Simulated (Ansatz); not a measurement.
Consider the isomerisation: `FC1([SiH3])O[SiH2]1` → `O=C[SiH](F)[SiH3]`.

Program: Ansatz. Geometries: PBE0-D4/def2-TZVP. ΔE: electronic, gas phase. CCSD(T)/CBS adds triple-zeta CCSD(T) − MP2 to the extrapolated MP2 energy (def2 sets, frozen cores). One conformer a species, not always the lowest.

`FC1([SiH3])O[SiH2]1`:

```xyz
10

F     0.533    0.654    1.765
C     0.269    0.256    0.475
Si   -1.573    0.332    0.068
O     1.133    0.921   -0.453
Si    1.572   -0.696   -0.390
H    -1.738   -0.226   -1.298
H    -2.314   -0.501    1.048
H    -2.058    1.735    0.114
H     1.330   -1.480   -1.620
H     2.845   -0.996    0.292
```

`O=C[SiH](F)[SiH3]`:

Cartesian coordinates in Å:
```
O -1.031 1.992 -1.002
C -0.214 1.881 -0.122
Si 0.858 0.289 -0.041
F 1.827 0.388 1.237
Si -0.541 -1.585 0.117
H -0.094 2.693 0.634
H 1.703 0.271 -1.263
H -1.386 -1.647 -1.102
H 0.281 -2.819 0.222
H -1.403 -1.462 1.321
```

| species | CCSD(T)/CBS(def2) energy (Eh) |
| --- | --- |
| `FC1([SiH3])O[SiH2]1` | -794.14009 |
| `O=C[SiH](F)[SiH3]` | -794.20623 |

Task: Work out ΔE.

Result: ΔE = (-794.20623) − (-794.14009) = -0.06614 Eh = -173.7 kJ/mol.

Largest T1 diagnostic among the species: 0.015.

From PBE to PBE0 (25 % exact exchange), in def2-TZVPP and without D4, ΔE moves by −3.6 kJ/mol. In def2-TZVPP, CCSD(T) changes the Hartree–Fock value by +31.7 kJ/mol (the triples alone add +4.7 kJ/mol) and MP2 by +37.9 kJ/mol.
